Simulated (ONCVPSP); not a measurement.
**Building the ONCV potential for nitrogen (N) (PBEsol, scalar-relativistic).**

| Quantity | Value |
| --- | --- |
| Element | nitrogen (N) |
| Generator | ONCVPSP 4.0.1 |
| Type | optimised norm-conserving Vanderbilt (ONCV) |
| Functional | PBEsol |
| Relativity | scalar-relativistic |
| Frozen core | [He] |
| Valence charge | 5 |
| Reference configuration | 2s2 2p3 |
| Partial waves | 2s: rc 0.85 bohr, ncon 5, nbas 9, qcut 9.5 1/bohr, 1 projector; 2p: rc 1.55 bohr, ncon 4, nbas 8, qcut 10.1 1/bohr, 2 projectors, debl 0.5 Ha |
| Local potential | polynomial inside 0.55 bohr (lpopt 5, dvloc0 6 Ha) |
| Core correction | Teter function, fcfact 2.25, rcfact 1.35 |

All-electron outer shells of the reference configuration (PBEsol, scalar-relativistic, ld1.x):

| shell | level (eV) | outermost node (bohr) | outermost maximum (bohr) |
| --- | --- | --- | --- |
| 1s | -383.09 | – | 0.15 |
| 2s | -18.46 | 0.32 | 1.02 |
| 2p | -7.04 | – | 0.98 |

What the tests gave:

```json
{
 "Cutoffs needed": "30 Ha and 42 Ha (the cutoffs (Ha) at which the residual kinetic energy of the hardest occupied pseudo-wave falls to 1 and 0.1 mHa per electron)",
 "Ghost test": "no bound ghost flagged; no localised positive-energy state flagged",
 "Largest excitation error": "+471 meV (all-electron minus pseudo) for 2s2 2p0, out of 4 test configurations",
 "rms error of d²Exc/dni dnj": "1.83 mHa without and 1.17 mHa with the model core"
}
```

Generation and tests took about 2.1 s on one core of a shared server CPU.
